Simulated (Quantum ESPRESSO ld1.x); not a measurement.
Values are calculated unless marked as measured or tabulated.
Species: Tl2+. Configuration: [Xe] 4f14 5d10 7s1 (not the ground configuration).

Code: ld1.x of Quantum ESPRESSO 7.5. Model: Dirac Kohn-Sham, LDA (Slater exchange, VWN5 correlation), spin-unpolarised, spherical densities, point nucleus.

Energy parts (Ry):
part                      energy
total                  -40552.46
kinetic                 46997.50
electron-nucleus      -102376.35
Hartree                 15566.64
exchange-correlation     -740.25

Orbitals (lengths in bohr, moments of r in powers of bohr; <r^-3> diverges for s and p1/2):
orbital  occ.  eigenvalue (Ry)      <r^2>      <r>   <1/r>  <r^-3>
1s1/2       2       -6280.2007  0.0003691  0.01632   99.47       -
2s1/2       2       -1118.7340   0.005552  0.06809   24.54       -
2p1/2       2       -1074.1206   0.003914  0.05591   24.48       -
2p3/2       4        -922.4314   0.005098  0.06470   19.68   22380
3s1/2       2        -268.2769    0.03602   0.1771   8.997       -
3p1/2       2        -248.1448    0.03276   0.1675   8.909       -
3p3/2       4        -214.4287    0.03913   0.1836   7.654    5255
3d3/2       4        -181.1499    0.02988   0.1596   7.556   921.5
3d5/2       6        -173.9454    0.03161   0.1644   7.275   756.3
4s1/2       2         -61.1499     0.1734   0.3917   3.819       -
4p1/2       2         -52.4841     0.1762   0.3932   3.710       -
4p3/2       4         -44.2679     0.2081   0.4278   3.272    1284
4d3/2       4         -30.1123     0.2173   0.4336   3.075   203.6
4d5/2       6         -28.5796     0.2285   0.4447   2.975   163.2
4f5/2       6         -10.2840     0.2594   0.4645   2.625   35.26
4f7/2       8          -9.9457     0.2668   0.4710   2.587   33.43
5s1/2       2         -11.3346     0.8623   0.8768   1.576       -
5p1/2       2          -8.4149     0.9973   0.9399   1.451       -
5p3/2       4          -6.9108      1.208    1.034   1.290   231.0
5d3/2       4          -2.9260      2.020    1.320  0.9942   23.26
5d5/2       6          -2.7559      2.165    1.367  0.9570   18.09
6s1/2       0          -2.1760      5.416    2.199  0.5842       -
6p1/2       0          -1.5510      7.562    2.590  0.4917       -
6p3/2       0          -1.3812      9.165    2.853  0.4431   26.21
7s1/2       1          -0.8144      26.47    4.891  0.2594       -

The highest occupied level is 7s1/2 at -11.081 eV. The configuration is held as typed, so some empty levels lie below it. Summed over all electrons, <r^2> = 64.20 bohr^2, which gives a Langevin (diamagnetic) susceptibility term of -50.8 x 10^-6 cm^3/mol. The density falls to 0.001 e/bohr^3 at r = 4.90 bohr.
